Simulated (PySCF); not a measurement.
# Spinor energies of W³⁺ (tungsten, charge +3)

Start: [Xe] 4f14 5d3; 5d5/2 filled at m_j = +1/2, +3/2, +5/2. Calculated with PySCF 2.14 in x2c-TZVPall-2c with one added diffuse shell each of s, p, d type (12s12p11d2f, 117 functions): generalised Hartree-Fock with the X2C-1e Hamiltonian and a Gaussian nucleus; spin-orbit coupling (SO) screened by Boettger's factors. This is a chosen level, not necessarily the ground level.

```json
{"spinor shell": "1s1/2", "electrons": "2", "ε, screened SO (eV)": "-69908.6", "weight of nominal j (screened SO)": "1.000", "rms radius, screened SO (bohr)": "0.0208"}
{"spinor shell": "2s1/2", "electrons": "2", "ε, screened SO (eV)": "-12229.1", "weight of nominal j (screened SO)": "1.000", "rms radius, screened SO (bohr)": "0.0838"}
{"spinor shell": "2p1/2", "electrons": "2", "ε, screened SO (eV)": "-11674.6", "weight of nominal j (screened SO)": "1.000", "rms radius, screened SO (bohr)": "0.0713"}
{"spinor shell": "2p3/2", "electrons": "4", "ε, screened SO (eV)": "-10316.2", "weight of nominal j (screened SO)": "1.000", "rms radius, screened SO (bohr)": "0.0787"}
{"spinor shell": "3s1/2", "electrons": "2", "ε, screened SO (eV)": "-2900.5", "weight of nominal j (screened SO)": "1.000", "rms radius, screened SO (bohr)": "0.214"}
{"spinor shell": "3p1/2", "electrons": "2", "ε, screened SO (eV)": "-2653.9", "weight of nominal j (screened SO)": "1.000", "rms radius, screened SO (bohr)": "0.206"}
{"spinor shell": "3p3/2", "electrons": "4", "ε, screened SO (eV)": "-2355.2", "weight of nominal j (screened SO)": "1.000", "rms radius, screened SO (bohr)": "0.221"}
{"spinor shell": "3d3/2", "electrons": "4", "ε, screened SO (eV)": "-1944.7", "weight of nominal j (screened SO)": "1.000", "rms radius, screened SO (bohr)": "0.195"}
{"spinor shell": "3d5/2", "electrons": "6", "ε, screened SO (eV)": "-1880.2", "weight of nominal j (screened SO)": "1.000", "rms radius, screened SO (bohr)": "0.199"}
{"spinor shell": "4s1/2", "electrons": "2", "ε, screened SO (eV)": "-653.63", "weight of nominal j (screened SO)": "1.000", "rms radius, screened SO (bohr)": "0.478"}
{"spinor shell": "4p1/2", "electrons": "2", "ε, screened SO (eV)": "-550.10", "weight of nominal j (screened SO)": "1.000", "rms radius, screened SO (bohr)": "0.486"}
{"spinor shell": "4p3/2", "electrons": "4", "ε, screened SO (eV)": "-480.14", "weight of nominal j (screened SO)": "1.000", "rms radius, screened SO (bohr)": "0.519"}
{"spinor shell": "4d3/2", "electrons": "4", "ε, screened SO (eV)": "-309.57", "weight of nominal j (screened SO)": "1.000", "rms radius, screened SO (bohr)": "0.544"}
{"spinor shell": "4d5/2", "electrons": "6", "ε, screened SO (eV)": "-296.31", "weight of nominal j (screened SO)": "1.000", "rms radius, screened SO (bohr)": "0.556"}
{"spinor shell": "5s1/2", "electrons": "2", "ε, screened SO (eV)": "-122.45", "weight of nominal j (screened SO)": "1.000", "rms radius, screened SO (bohr)": "1.15"}
{"spinor shell": "5p1/2", "electrons": "2", "ε, screened SO (eV)": "-88.966", "weight of nominal j (screened SO)": "0.972", "rms radius, screened SO (bohr)": "1.26"}
{"spinor shell": "5p3/2", "electrons": "4", "ε, screened SO (eV)": "-77.996", "weight of nominal j (screened SO)": "0.981", "rms radius, screened SO (bohr)": "1.35"}
{"spinor shell": "4f5/2", "electrons": "6", "ε, screened SO (eV)": "-80.222", "weight of nominal j (screened SO)": "0.989", "rms radius, screened SO (bohr)": "0.667"}
{"spinor shell": "4f7/2", "electrons": "8", "ε, screened SO (eV)": "-77.991", "weight of nominal j (screened SO)": "0.991", "rms radius, screened SO (bohr)": "0.669"}
{"spinor shell": "5d5/2", "electrons": "3", "ε, screened SO (eV)": "-37.695", "weight of nominal j (screened SO)": "0.613", "rms radius, screened SO (bohr)": "1.88"}
```

| quantity | screened SO |
| --- | --- |
| E (hartree) | -16147.86823 |
| M_J | 9/2 |
| ⟨J²⟩ | 24.760 |
| ⟨L²⟩ | 13.506 |
| ⟨S²⟩ | 3.394 |

Each row is a mean over spinors that exchange with the open shell spreads, by up to 6.505 eV (5p3/2).

Rows whose weight is well below 1 are mixtures of j = l ± 1/2: exchange outweighs spin-orbit coupling there, and the label is only the starting occupation.

Breit and QED terms are absent; they matter most for the inner s and p1/2 levels.

Densities and radii are taken from the X2C orbitals without a picture-change correction, which distorts them close to the nucleus.
